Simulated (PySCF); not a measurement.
CsP⁺: one state, many levels of theory

State: ⁴Σ⁻ (quartet), unpaired electrons σ ↑, π ↑↑. Set-up: Cs def2-SVPD with ECP46, P def2-SVPD; scalar-relativistic core potentials (PySCF 2.14). De refers to Cs⁺ + P in their high-spin ground configurations, without counterpoise correction. The functionals are run spin-unrestricted. A positive dipole points towards P; it is taken about the centre of mass and depends on that origin.

```json
{"Level": "UHF", "Re (Å)": "4.173", "ωe (cm⁻¹)": "47.3", "De (eV)": "0.099", "μ (D)": "-2.69", "CPU s a point (SCF and correlation, without the integrals)": "0.15"}
{"Level": "UHF-MP2", "Re (Å)": "3.964", "ωe (cm⁻¹)": "60.7", "De (eV)": "0.147", "μ (D)": "n/a", "CPU s a point (SCF and correlation, without the integrals)": "0.29"}
{"Level": "UHF-SCS-MP2", "Re (Å)": "3.993", "ωe (cm⁻¹)": "58.5", "De (eV)": "0.138", "μ (D)": "n/a", "CPU s a point (SCF and correlation, without the integrals)": "n/a"}
{"Level": "UHF-CCSD", "Re (Å)": "3.972", "ωe (cm⁻¹)": "60.5", "De (eV)": "0.146", "μ (D)": "n/a", "CPU s a point (SCF and correlation, without the integrals)": "n/a"}
{"Level": "UHF-CCSD(T)", "Re (Å)": "3.962", "ωe (cm⁻¹)": "61.3", "De (eV)": "0.150", "μ (D)": "n/a", "CPU s a point (SCF and correlation, without the integrals)": "7.2"}
{"Level": "PBE", "Re (Å)": "3.902", "ωe (cm⁻¹)": "60.1", "De (eV)": "0.170", "μ (D)": "-2.12", "CPU s a point (SCF and correlation, without the integrals)": "0.71"}
{"Level": "r²SCAN", "Re (Å)": "3.947", "ωe (cm⁻¹)": "58.1", "De (eV)": "0.137", "μ (D)": "-2.29", "CPU s a point (SCF and correlation, without the integrals)": "1"}
{"Level": "PBE0", "Re (Å)": "3.911", "ωe (cm⁻¹)": "58.7", "De (eV)": "0.148", "μ (D)": "-2.22", "CPU s a point (SCF and correlation, without the integrals)": "1.1"}
{"Level": "r²SCAN0", "Re (Å)": "3.924", "ωe (cm⁻¹)": "59.3", "De (eV)": "0.136", "μ (D)": "-2.29", "CPU s a point (SCF and correlation, without the integrals)": "1.1"}
{"Level": "B97-3", "Re (Å)": "3.954", "ωe (cm⁻¹)": "60.6", "De (eV)": "0.127", "μ (D)": "-2.33", "CPU s a point (SCF and correlation, without the integrals)": "0.53"}
{"Level": "M06", "Re (Å)": "3.778", "ωe (cm⁻¹)": "70.2", "De (eV)": "0.155", "μ (D)": "-2.03", "CPU s a point (SCF and correlation, without the integrals)": "1.1"}
{"Level": "HSE06", "Re (Å)": "3.902", "ωe (cm⁻¹)": "59.4", "De (eV)": "0.151", "μ (D)": "-2.20", "CPU s a point (SCF and correlation, without the integrals)": "0.89"}
```

**Question.** Which functional lies closest to UHF-CCSD(T) in De, which farthest, and by how much do they differ from it?

**Answer.** Closest is HSE06 (-6.0 pm in Re, -3.1 % in ωe, +0.00 eV in De against UHF-CCSD(T) in the same basis), farthest B97-3 (-0.8 pm in Re, -1.1 % in ωe, -0.02 eV in De). CCSD(T) converges more slowly with the basis than the functionals do and binds too weakly in this one, so the order can change at the basis-set limit.

**Question.** What does a quarter of exact exchange do here, going from PBE to PBE0?

**Answer.** PBE0 less PBE: +0.9 pm in Re, -2.3 % in ωe, -0.02 eV in De. Exact exchange removes part of the self-interaction that spreads semilocal densities, and in most molecules shortens and stiffens the bond and lowers De; here Re goes the other way.

**Question.** What does a quarter of exact exchange do here, going from r²SCAN to r²SCAN0?

**Answer.** r²SCAN0 less r²SCAN: -2.3 pm in Re, +2.1 % in ωe, -0.00 eV in De. Exact exchange removes part of the self-interaction that spreads semilocal densities, and in most molecules shortens and stiffens the bond and lowers De; so it does here.

Correlated steps freeze 5 core orbitals. The bond is weak. Basis-set superposition, not corrected here, can be much of De in a small basis, most of all at correlated wavefunction levels. These are scalar-relativistic numbers at best; spin–orbit coupling would shift them, the dissociation energy most. For an ion De counts to the pair picked by the measured ionisation energies or electron affinities, which need not be the lowest pair at this level. The state is the lowest determinant that a PBE0 search found; another state may lie lower at other levels.

The whole job (state search and all levels along the bond) took about 2.8 min on 1 thread of Arm Neoverse N1 (shared host), peak memory 0.64 GiB.
